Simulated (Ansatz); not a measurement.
Basis-set series for `CO[Si](C)(OC)O[SiH3]`. The species carries charge 0 and has multiplicity 1. Geometry: relaxed with PBE0-D4/def2-TZVP. It is one conformer, not always the lowest.

| functional | basis | functions | energy (Eh) | HOMO (eV) | LUMO (eV) |
| --- | --- | --- | --- | --- | --- |
| PBE0-D4 | def2-SVP | 180 | -925.29670 | -8.06 | 0.92 |
| PBE0-D4 | def2-QZVPP | 842 | -925.96816 | -8.22 | 0.15 |
| ωB97M-V | def2-SVP | 180 | -925.72881 | -10.48 | 2.73 |
| ωB97M-V | def2-QZVPP | 842 | -926.41256 | -10.66 | 1.43 |

Problem. Give the rows for def2-TZVPP. (Estimate.)

Solution. Computed: 
```json
{"functional": "PBE0-D4", "basis": "def2-TZVPP", "functions": "438", "energy (Eh)": "-925.92719", "HOMO (eV)": "-8.19", "LUMO (eV)": "0.36"}
{"functional": "ωB97M-V", "basis": "def2-TZVPP", "functions": "438", "energy (Eh)": "-926.37420", "HOMO (eV)": "-10.63", "LUMO (eV)": "1.94"}
```

Positive LUMOs are unbound and depend on the basis.
